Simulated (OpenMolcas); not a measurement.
Fe3+ in a point-charge field

Fe3+ among 2 point charges of -0.8 e arranged as a linear pair (D∞h), 1.77 Å from the ion.
```
   0.0000    0.0000    1.7700  -0.80
   0.0000    0.0000   -1.7700  -0.80
```

| Quantity | Value |
| --- | --- |
| Program | OpenMolcas 26.06 |
| Method | CASSCF |
| Basis | ANO-RCC-VDZP [5s4p2d1f] |
| Scalar Hamiltonian | DKH2, point nucleus |
| Active space | 5 electrons in 5 orbitals (3d) |
| State averaging | 2S+1 = 6 even, 1 root; 2S+1 = 4 even, 24 roots; 2S+1 = 2 even, 75 roots |
| Spin-orbit coupling | RASSI with atomic mean-field integrals over the reference wave functions |

The lowest spin-free states (labels by Λ), above the lowest:

```json
{"State": "6Σ", "Degeneracy": "1", "E (cm-1)": "0.0", "Free-ion L (%)": "S (100)"}
{"State": "4Φ", "Degeneracy": "2", "E (cm-1)": "36529", "Free-ion L (%)": "G (97)"}
{"State": "4Δ", "Degeneracy": "2", "E (cm-1)": "36531", "Free-ion L (%)": "G (96)"}
{"State": "4Γ", "Degeneracy": "2", "E (cm-1)": "37026", "Free-ion L (%)": "G (100)"}
{"State": "4Π", "Degeneracy": "2", "E (cm-1)": "37045", "Free-ion L (%)": "G (96)"}
{"State": "4Σ", "Degeneracy": "1", "E (cm-1)": "37512", "Free-ion L (%)": "G (100)"}
{"State": "4Π", "Degeneracy": "2", "E (cm-1)": "41070", "Free-ion L (%)": "P (66)"}
{"State": "4Σ", "Degeneracy": "1", "E (cm-1)": "42790", "Free-ion L (%)": "P (100)"}
{"State": "4Δ", "Degeneracy": "2", "E (cm-1)": "45298", "Free-ion L (%)": "D (92)"}
{"State": "4Σ", "Degeneracy": "1", "E (cm-1)": "46036", "Free-ion L (%)": "D (100)"}
{"State": "4Π", "Degeneracy": "2", "E (cm-1)": "48071", "Free-ion L (%)": "D (67)"}
{"State": "2H", "Degeneracy": "2", "E (cm-1)": "52537", "Free-ion L (%)": "I (96)"}
{"State": "2Σ", "Degeneracy": "1", "E (cm-1)": "52634", "Free-ion L (%)": "I (99)"}
{"State": "2Π", "Degeneracy": "2", "E (cm-1)": "52646", "Free-ion L (%)": "I (99)"}
{"State": "2Γ", "Degeneracy": "2", "E (cm-1)": "52672", "Free-ion L (%)": "I (97)"}
{"State": "2Δ", "Degeneracy": "2", "E (cm-1)": "52688", "Free-ion L (%)": "I (99)"}
{"State": "2Φ", "Degeneracy": "2", "E (cm-1)": "52743", "Free-ion L (%)": "I (98)"}
{"State": "2I", "Degeneracy": "2", "E (cm-1)": "53016", "Free-ion L (%)": "I (100)"}
{"State": "2Π", "Degeneracy": "2", "E (cm-1)": "58783", "Free-ion L (%)": "D (63)"}
{"State": "2Δ", "Degeneracy": "2", "E (cm-1)": "59244", "Free-ion L (%)": "D (74)"}
```

The lowest levels with spin-orbit coupling:

| E (cm-1) | Degeneracy | 2S+1 | g |
| --- | --- | --- | --- |
| 0.0 | 2 | 6 | 0.00 0.00 10.01 |
| 0.4 | 2 | 6 | 0.00 0.00 6.01 |
| 0.5 | 2 | 6 | 2.00 6.01 6.01 |
| 36374 | 2 | 4 | 0.00 0.00 9.56 |
| 36427 | 2 | 4 | 0.00 0.00 5.30 |
| 36451 | 2 | 4 | 0.00 0.00 11.98 |
| 36505 | 2 | 4 | 0.00 0.00 1.17 |
| 36525 | 2 | 4 | 0.00 0.00 8.41 |
| 36593 | 2 | 4 | 0.00 0.00 4.65 |
| 36651 | 2 | 4 | 0.00 0.00 2.00 |
| 36654 | 2 | 4 | 0.00 0.00 0.82 |
| 36975 | 2 | 4 | 0.00 0.00 8.00 |
| 37011 | 2 | 4 | 0.00 0.00 4.00 |
| 37019 | 2 | 4 | 0.00 0.00 2.06 |
| 37028 | 2 | 4 | 0.00 0.00 14.00 |
| 37040 | 2 | 4 | 0.00 0.00 6.04 |
| 37042 | 2 | 4 | 0.00 0.00 10.02 |
| 37059 | 2 | 4 | 0.09 1.37 1.37 |
| 37122 | 2 | 4 | 1.08 1.08 3.91 |
| 37506 | 2 | 4 | 2.00 3.72 3.72 |

Powder χT (cm3 K/mol): 4.38 at 2 K, 4.39 at 10 K, 4.39 at 50 K, 4.39 at 100 K, 4.39 at 200 K, 4.39 at 300 K. The effective moment at 300 K is 2.828 √(χT) = 5.92 μB.

The lowest level has 2S+1 = 6, for which the spin-only value is χT = S(S+1) / 2 = 4.375 cm3 K/mol (g = 2). The computed 4.386 at 300 K differs by +0.011, little more than the free-electron g of 2.0023 accounts for.

Without dynamic correlation the repulsion within the d shell is too large (B by tens of per cent), so at a given field states of lower spin stand too high. Point charges carry no covalency, so the field is a model and not that of real ligands. No measured value stands beside these numbers.

The RASSCF and RASSI steps took 27 s on 1 thread of Arm Neoverse V1, with other jobs on the host; the integral step is not counted.
